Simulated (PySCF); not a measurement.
NICS in isomers of C8H11N3.

NICS is the negative of the GIAO shielding at a point without a nucleus: at the ring centre (0) and 1 Å above and below it (1); zz is the component along the ring normal. Level: GIAO PBE0/pcSseg-1 (PySCF, non-relativistic, gas phase) on the GFN2-xTB geometries, one conformer each. Atom numbers follow the mapped SMILES.

Question: Order these rings by mean NICS(1)zz, lowest (most negative) first (ppm).
A. ring C3–C4–N5–N6–N7–C8 in `[CH3:1][CH2:2][c:3]1[cH:4][n:5][n:6][n:7][c:8]1[CH:9]1[CH2:10][CH2:11]1`
B. ring N4–N5–C6–C7–N11 in `[CH2:1]=[CH:2][CH2:3][n:4]1[n:5][cH:6][c:7]([CH:8]2[CH2:9][CH2:10]2)[n:11]1`
C. ring C1–N2–C3–N4–C5–N11 in `[cH:1]1[n:2][cH:3][n:4][c:5]([CH:6]2[CH2:7][CH2:8][CH2:9][CH2:10]2)[n:11]1`
D. ring N3–N4–C5–C7–N11 in `[CH2:1]=[CH:2][n:3]1[n:4][c:5]([CH3:6])[c:7]([CH:8]2[CH2:9][CH2:10]2)[n:11]1`
E. ring N5–C6–C7–C8–N11 in `[CH3:1][C:2]([CH3:3])([CH3:4])[n:5]1[cH:6][cH:7][c:8]([C:9]#[N:10])[n:11]1`

Answer: B (-31.2), E (-29.9), D (-27.0), A (-25.3), C (-24.1).

```csv
SMILES,ring,NICS(0),NICS(1),NICS(1)zz,HOMA,rms pucker (Å),ring atoms with four or more neighbours
C=CCn1ncc(C2CC2)n1,5-membered ring with 3 N; formal bonds all aromatic,-12.7,-12.8,-31.2,0.98,0.00,0
CC(C)(C)n1ccc(C#N)n1,5-membered ring with 2 N; formal bonds all aromatic,-13.9,-12.2,-29.9,0.95,0.00,0
C=Cn1nc(C)c(C2CC2)n1,5-membered ring with 3 N; formal bonds all aromatic,-10.4,-11.9,-27.0,0.94,0.00,0
CCc1cnnnc1C1CC1,6-membered ring with 3 N; formal bonds all aromatic,-3.8,-11.0,-25.3,0.96,0.00,0
c1ncnc(C2CCCC2)n1,6-membered ring with 3 N; formal bonds all aromatic,-4.3,-10.1,-24.1,0.99,0.00,0
```

NICS(0) gives another order. The isotropic NICS(1) gives the same order. HOMA uses Krygowski's 1993 parameters. NICS(1) and NICS(1)zz are means over the two faces.
